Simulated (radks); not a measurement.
Coulomb parameter of the 4d shell of the technetium ion Tc3+ in the model configuration [Kr] 4d2.5 5s1.5, as a second difference U = [E(n + 0.25) + E(n - 0.25) - 2 E(n)] / (0.25)^2 with all orbitals relaxed. "Bare": the charge of the atom changes with n. "Screened": the 5s shell takes up the change at fixed total charge, which measures U(4d,4d) + U(5s,5s) - 2 U(4d,5s). Method: Dirac Kohn-Sham, PBEsol, spin-unpolarised, spherical densities, point nucleus; open shells are shared between the two j in proportion to 2j + 1; computed with a radial shooting solver on a logarithmic mesh with Libxc functionals.

case                 configuration  E - E(n) (eV)
start             [Kr] 4d2.5 5s1.5          0.000
bare +0.25       [Kr] 4d2.75 5s1.5         -9.715
bare -0.25       [Kr] 4d2.25 5s1.5         10.582
screened +0.25  [Kr] 4d2.75 5s1.25         -2.462
screened -0.25  [Kr] 4d2.25 5s1.75          2.576

U(bare) = 13.870 eV, U(screened by 5s) = 1.829 eV.
